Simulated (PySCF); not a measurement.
Dipole moment and polarisability of `C[Si@H]1C[Si@@H](P)C1`

Species: C3H11PSi2.
SMILES with atom numbers: `[CH3:1][Si@H:2]1[CH2:3][Si@@H:4]([PH2:5])[CH2:6]1` (hydrogens: H7, H8, H9 on C1; H10 on Si2; H11, H12 on C3; H13 on Si4; H14, H15 on P5; H16, H17 on C6)

Structure used (GFN2-xTB), in Å, numbered top down from 1:
```
atom  x, y, z in Å
C1    -2.1862    1.0378    0.5321
Si2   -1.3228   -0.5858    0.0783
C3     0.0168   -0.3576   -1.2800
Si4    1.4213   -0.5712    0.0086
P5     2.2876    1.4364    0.5172
C6     0.0861   -1.0462    1.3010
H7    -2.8383    1.3740   -0.2679
H8    -1.4563    1.8200    0.7197
H9    -2.7929    0.9253    1.4250
H10   -2.2786   -1.6697   -0.1837
H11    0.0051   -1.1334   -2.0392
H12    0.0010    0.5960   -1.8012
H13    2.4179   -1.6128   -0.2945
H14    3.2319    0.9358    1.3954
H15    3.1877    1.4415   -0.5333
H16    0.1099   -0.4807    2.2287
H17    0.1030   -2.0975    1.5706
```

Level: CAM-B3LYP/def2-SVPD (PySCF), static field, nuclei fixed, core orbitals frozen in the response. The polarisability tensor in these axes (au):

```
x   129.43   6.75   0.94
y     6.75 110.61   3.27
z     0.94   3.27  98.36
```

Question: Diagonalise the tensor; give its mean and Δα, where Δα² is half the sum of the squared differences of the eigenvalues.

Answer: Principal values 97.52, 109.17 and 131.71 au; mean 112.80 au = 16.72 Å³ = 18.60 × 10⁻⁴⁰ C²·m²/J; Δα = 30.11 au (27 % of the mean).

Question: What is the dipole moment, and where does it point?

Answer: (-0.14, -0.39, -0.10) D, 0.43 D in size, pointing from the negative to the positive side. Measured along this direction, the outermost atoms are H15, H14 and P5 at the negative end and H10 at the positive end.

Question: Traceless (Buckingham) quadrupole moment about the centre of nuclear charge: eigenvalues?

Answer: -4.32, 1.92, 2.40 D·Å. The values depend on the origin, since the dipole doesn't vanish. The electronic extent ⟨r²⟩ about the same centre is 1281 bohr², a root-mean-square distance of 2.23 Å for the 72 electrons.

Question: Find the Langevin capture rate constant for H3O+ (19.018 u) meeting this molecule (134.014 u), k = 2.342 × 10⁻⁹ cm³/s × √(α in Å³ / reduced mass in u).

Answer: The reduced mass is 16.65 u, so k = 2.35 × 10⁻⁹ cm³/s. The formula leaves out the permanent dipole, which adds to the capture rate.

Question: Sum over states: ᾱ = Σ f/ω², ω in Eh. What share falls to these 8 lowest TDDFT singlets (eV, f)? 6.41, 0.0005; 6.68, 0.0063; 6.82, 0.0149; 7.09, 0.0009; 7.14, 0.0195; 7.15, 0.1710; 7.21, 0.1738; 7.50, 0.0137.

Answer: They add up to 5.78 au, 5.1 % of the 112.80 au; the largest single term is 2.48 au, from the state at 7.15 eV. Terms in order: 0.01, 0.10, 0.24, 0.01, 0.28, 2.48, 2.48, 0.18 au. Higher excitations give the rest. The strengths listed sum to 0.400.

Question: What would n − 1 = 2πNα be for an ideal gas of these molecules at 350 K and 1 atm, electronic part alone?

Answer: N = p/kT = 2.0968 × 10¹⁹ cm⁻³, so n − 1 = 2π × N × 16.72 × 10⁻²⁴ cm³ = 2202 × 10⁻⁶ at long wavelengths, for an ideal gas.

Question: What depolarisation ratio follows for Rayleigh scattering of linearly polarised light, taking the static tensor?

Answer: ρ = 3Δα²/(45ᾱ² + 4Δα²) = 2719.0/(572582 + 3625.4) = 0.00472.

The structure is a single GFN2-xTB conformer in the gas phase; no vibrational or solvent corrections.
